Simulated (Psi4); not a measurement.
C6H15O (SMILES CC(C)CC(C)[OH2+]), charge +1, singlet, at a GFN2-xTB geometry; MP2/6-31G* (Psi4 1.11).

Input for Psi4:
```
memory 2 GB

molecule mol {
1 1
C     1.516904   -1.419719   -0.243786
C     1.405052   -0.073738    0.484149
C     2.016233    1.039764   -0.363815
C    -0.026920    0.265564    0.937883
C    -1.054115    0.387364   -0.173796
C    -2.371661    0.983237    0.265099
O    -1.342875   -1.025257   -0.611590
H     0.998790   -2.217409    0.290556
H     1.209113   -1.352737   -1.292123
H     2.564187   -1.713817   -0.278632
H     1.992908   -0.149222    1.402995
H     1.540262    1.123760   -1.338780
H     3.070208    0.838789   -0.531759
H     1.936274    1.997396    0.142265
H     0.003822    1.218089    1.466476
H    -0.378656   -0.483068    1.651050
H    -0.647690    0.927807   -1.032909
H    -2.772344    0.443384    1.118660
H    -2.223263    2.018895    0.554740
H    -3.101547    0.967241   -0.541110
H    -1.907381   -1.046740   -1.408816
H    -0.454647   -1.465138   -0.744299
}

set {
  basis 6-31g*
  reference rhf
  freeze_core true
  mp2_type conv
  scf_type pk
  puream true
  d_convergence 1e-8
}

energy('mp2')
print_variables()
```

**Question.** What does Psi4 print? Leave out banner, timings and long lists.

**Answer.** 
```
   => Loading Basis Set <=

    Name: 6-31G*
    Role: ORBITAL
    Keyword: BASIS

         ---------------------------------------------------------
                                   SCF
               by Justin Turney, Rob Parrish, Andy Simmonett
                          and Daniel G. A. Smith
                              RHF Reference
         ---------------------------------------------------------

  ==> Geometry <==

    Molecular point group: c1
    Full point group: C1

    Geometry (in Angstrom), charge = 1, multiplicity = 1:

       Center              X                  Y                   Z               Mass
    ------------   -----------------  -----------------  -----------------  -----------------
         C            1.534446999746    -1.409115607654    -0.249028376606    12.000000000000
         C            1.422594999746    -0.063134607654     0.478906623394    12.000000000000
         C            2.033775999746     1.050367392346    -0.369057376606    12.000000000000
         C           -0.009377000254     0.276167392346     0.932640623394    12.000000000000
         C           -1.036572000254     0.397967392346    -0.179038376606    12.000000000000
         C           -2.354118000254     0.993840392346     0.259856623394    12.000000000000
         O           -1.325332000254    -1.014653607654    -0.616832376606    15.994914619570
         H            1.016332999746    -2.206805607654     0.285313623394     1.007825032230
         H            1.226655999746    -1.342133607654    -1.297365376606     1.007825032230
         H            2.581729999746    -1.703213607654    -0.283874376606     1.007825032230
         H            2.010450999746    -0.138618607654     1.397752623394     1.007825032230
         H            1.557804999746     1.134363392346    -1.344022376606     1.007825032230
         H            3.087750999746     0.849392392346    -0.537001376606     1.007825032230
         H            1.953816999746     2.007999392346     0.137022623394     1.007825032230
         H            0.021364999746     1.228692392346     1.461233623394     1.007825032230
         H           -0.361113000254    -0.472464607654     1.645807623394     1.007825032230
         H           -0.630147000254     0.938410392346    -1.038151376606     1.007825032230
         H           -2.754801000254     0.453987392346     1.113417623394     1.007825032230
[...]
  @RHF Final Energy:  -310.52907795936540
    Total Energy =                       -310.5290779593653951
  DIE_IF_NOT_CONVERGED          => (empty)
[...]
  WRITER_FILE_LABEL             => (empty)
  ZORA_BASIS_TOLERANCE          => (empty)
  ZORA_NR_DEBUG                 => (empty)
  ZORA_PRUNING_SCHEME           => (empty)
  ZORA_RADIAL_POINTS            => (empty)
  ZORA_SPHERICAL_POINTS         => (empty)

 ==============================================================================
 ==============================================================================
 ==============================================================================

                             MP2
                    Program Written by Ugur Bozkaya,
              Additional Contributions by J. P. Misiewicz

 ==============================================================================
 ==============================================================================
 ==============================================================================

	MO spaces per irreps...

	IRREP   FC    OCC   VIR  FV
	==============================
	   A     7    22    99    0
	==============================

	Cost of iabc is    208 MB
	Cost of abcd is    728 MB
	Switching to the incore algorithm for iabc..
	Switching to the incore algorithm for abcd..

	Computing MP2 energy using SCF MOs (Canonical MP2)...
	==============================================================================
	Nuclear Repulsion Energy (a.u.)    :   350.97913234049025
	SCF Energy (a.u.)                  :  -310.52907795936540
	REF Energy (a.u.)                  :  -310.52907795936540
	Alpha-Alpha Contribution (a.u.)    :    -0.11657716459319
	Alpha-Beta Contribution (a.u.)     :    -0.72970167995362
	Beta-Beta Contribution (a.u.)      :    -0.11657716459319
	Scaled_SS Correlation Energy (a.u.):    -0.07771810972879
	Scaled_OS Correlation Energy (a.u.):    -0.87564201594435
	SCS-MP2 Total Energy (a.u.)        :  -311.48243808503855
	SOS-MP2 Total Energy (a.u.)        :  -311.40471997530972
	SCSN-MP2 Total Energy (a.u.)       :  -310.93942957873344
	SCS-MP2-VDW Total Energy (a.u.)    :  -311.57967327429924
	SOS-PI-MP2 Total Energy (a.u.)     :  -311.55066031130048
	MP2 Correlation Energy (a.u.)      :    -0.96285600914000
	MP2 Total Energy (a.u.)            :  -311.49193396850541
	==============================================================================

  Variable Map:
  ----------------------------------------------------------------------------
[...]
  Array Variable Map:
  ----------------------------------------------------------------------------
[...]
[...]
```
